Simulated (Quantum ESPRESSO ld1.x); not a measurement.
Values are calculated unless marked as measured or tabulated.
Problem. The mean radii <r> (bohr) of the occupied orbitals of an atom or ion are listed with their occupations. Level of theory: scalar-relativistic Kohn-Sham, LDA (Slater exchange, VWN5 correlation), spin-polarised, spherical densities, point nucleus (ld1.x of Quantum ESPRESSO 7.5).

| orbital | occ. | <r> |
|---|---|---|
| 1s up | 1 | 0.01579 |
| 1s down | 1 | 0.01579 |
| 2s up | 1 | 0.06602 |
| 2s down | 1 | 0.06601 |
| 2p up | 3 | 0.06001 |
| 2p down | 3 | 0.06000 |
| 3s up | 1 | 0.1620 |
| 3s down | 1 | 0.1620 |
| 3p up | 3 | 0.1614 |
| 3p down | 3 | 0.1615 |
| 3d up | 1 | 0.1434 |

Name the element and its charge. Open shells, if any, are filled with parallel spins first.

Solution. Z = 83, bismuth, charge +64: Bi64+ in [Ar] 3d1. The 1s radius gives Z: for a bare nucleus <r> = (2 gamma + 1)/(2Z) with gamma = sqrt(1 - (Z/c)^2), 0.01561 bohr for Z = 83, and screening makes it slightly larger (0.01579 here). The occupations add up to 19, and the charge is Z minus that.
